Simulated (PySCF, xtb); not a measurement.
ClH₃MoO₃S, SMILES [OH][Mo]([OH])([OH])(=[S])[Cl], multiplicity 1.

xtb with GFN2-xTB at its own geometry gives an orbital gap of 2.56 eV and a dipole moment of 6.16 D.

The structure is a stationary point at r2SCAN-D4/def2-SVP. A frequency run showed that this geometry is not a minimum. The spin state was assumed, not searched. The def2 effective core potentials stand for the cores of Mo; spin–orbit coupling is left out. One conformer was computed; it need not be the lowest.

Problem. What does PySCF with PBE/def2-TZVP give? (Estimate from the structure and the level; the computed values follow.)

Solution. gap 2.64 eV (levels -6.83 and -4.19 eV), dipole 1.77 D.
